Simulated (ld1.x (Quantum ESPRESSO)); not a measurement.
## Which change was made? (Ir, TM)

iridium (Ir), norm-conserving Troullier–Martins (Kleinman–Bylander form), made with ld1.x (Quantum ESPRESSO) 7.5 (PBEsol, scalar-relativistic). Core [Xe] 4f14, reference 5d7 6s1.5 6p0 (charge +0.5). Waves: 6s (bound): rc 1.95 bohr; 6p (bound, empty): rc 3.45 bohr; 5d (bound): rc 2.15 bohr. Local part: the d channel. Core correction: Bessel-smoothed model core, default radius (core density twice the valence density).

Cutoffs, loose and tight: the cutoffs (Ry, on a coarse ladder) from which the occupation-weighted sum of valence levels, in a spherical-Bessel basis at the reference potential, stays within 10 and 1 mRy of its value at 400 Ry. They do not see the model core or the augmentation charge, which bear on the density cutoff. Test errors are all-electron minus pseudo excitation energies from the reference, over the configurations 5d7 6s2 6p0; 5d7 6s1 6p0; 5d7 6s0 6p0; 5d5 6s0 6p0; 5d6 6s0 6p0; 5d6 6s2 6p1; 5d8 6s0 6p0; variants that change the core or the reference have their own tests. The largest error is taken over the tests solved by every variant that gives reliable tests at all, those not shown here included: 5d5 6s0 6p0; 5d6 6s0 6p0; 5d7 6s0 6p0; 5d7 6s1 6p0; 5d7 6s2 6p0; 5d8 6s0 6p0.

The base gives: outcome: generated; cutoff, loose: 40 Ry; cutoff, tight: 60 Ry; bound ghosts: s, p; largest test error (meV): -389.

Q: After one change the result is: outcome: generated; cutoff, loose: 160 Ry; cutoff, tight: 300 Ry; bound ghosts: s, p; largest test error (meV): -583. Which change was it?
A. wave 6s (bound): rc 1.95 bohr becomes 6s (bound): rc 1.60 bohr
B. wave 6s (bound): rc 1.95 bohr becomes 6s (bound): rc 1.42 bohr
C. wave 6s (bound): rc 1.95 bohr becomes 6s (bound): rc 1.30 bohr

A: B. The others give: wave 6s (bound): rc 1.95 bohr becomes 6s (bound): rc 1.60 bohr → outcome: generated; cutoff, loose: 70 Ry; cutoff, tight: 140 Ry; bound ghosts: s, p; largest test error (meV): -489 | wave 6s (bound): rc 1.95 bohr becomes 6s (bound): rc 1.30 bohr → outcome: failed: run_pseudo: Errors in PS-KS equation.
